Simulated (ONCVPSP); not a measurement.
# indium (In): one change to an ONCV potential, before and after

* Element: indium (In)
* Generator: ONCVPSP 4.0.1
* Type: optimised norm-conserving Vanderbilt (ONCV)
* Functional: PBE
* Relativity: scalar-relativistic
* Frozen core: [Kr]
* Valence charge: 13
* Reference configuration: 4d10 5s2 5p0.5 (charge +0.5)
* Partial waves: 5s: rc 2.10 bohr, ncon 4, nbas 7, qcut 2.8 1/bohr, 3 projectors, debl 0.6 Ha; 5p: rc 2.95 bohr, ncon 4, nbas 7, qcut 3 1/bohr, 1 projector; 4d: rc 1.70 bohr, ncon 5, nbas 9, qcut 9 1/bohr, 3 projectors, debl 3.3 Ha
* Local potential: polynomial inside 1.60 bohr (lpopt 5, dvloc0 0 Ha)
* Core correction: polynomial model core, fcfact 0.35

Change: core correction Teter function, fcfact 4.75, rcfact 1.6.

Cutoffs: the cutoffs (Ha) at which the residual kinetic energy of the hardest occupied pseudo-wave falls to 1 and 0.1 mHa per electron; they do not see the model core or the augmentation charge, which bear on the density cutoff. Errors are all-electron minus pseudo energies relative to the spin-unpolarised reference configuration.

Question: What does the change do?

Answer: The potential gets neither clearly harder nor softer (32 Ha and 37 Ha → 32 Ha and 37 Ha); both files keep a bound ghost (s); of the 4 tests that both files solve, the error grows in 2 and shrinks in 0 by more than 15 % and 0.3 meV (median size 10.4 → 15.0 meV). A model core, the more so a compact one, raises the density cutoff, which this test does not measure.

| quantity | base | changed |
| --- | --- | --- |
| cutoff, loose | 32 Ha | 32 Ha |
| cutoff, tight | 37 Ha | 37 Ha |
| bound ghosts | s | s |
| GHOST(+) flags under 300 eV | s at 37.4 eV | s at 37.4 eV |
| error for 4d10 5s2 5p1, meV [ΔE -1.94 eV] | +0.7 | +0.8 |
| error for 4d10 5s2 5p0, meV [ΔE 3.42 eV] | -1.6 | -1.4 |
| error for 4d10 5s1 5p0, meV [ΔE 22.66 eV] | -19 | -29 |
| error for 4d10 5s0 5p0, meV [ΔE 50.98 eV] | -65 | -128 |
| s: phases at 2.14 bohr within 0.05 rad from the reference energy up to (Ha; the scan ends near 5) | 4.0 | 4.0 |
| p: phases at 3.00 bohr within 0.05 rad from the reference energy up to (Ha; the scan ends near 5) | 0.3 | 0.3 |
| d: phases at 1.72 bohr within 0.05 rad from the reference energy up to (Ha; the scan ends near 5) | to the end of the scan | to the end of the scan |
| rms error of d²Exc/dni dnj with the model core, mHa | 0.63 | 0.69 |

 A true bound ghost makes a file unfit for plane-wave use even where its test errors are small: the radial tests pick states by their node count and pass the ghost by.
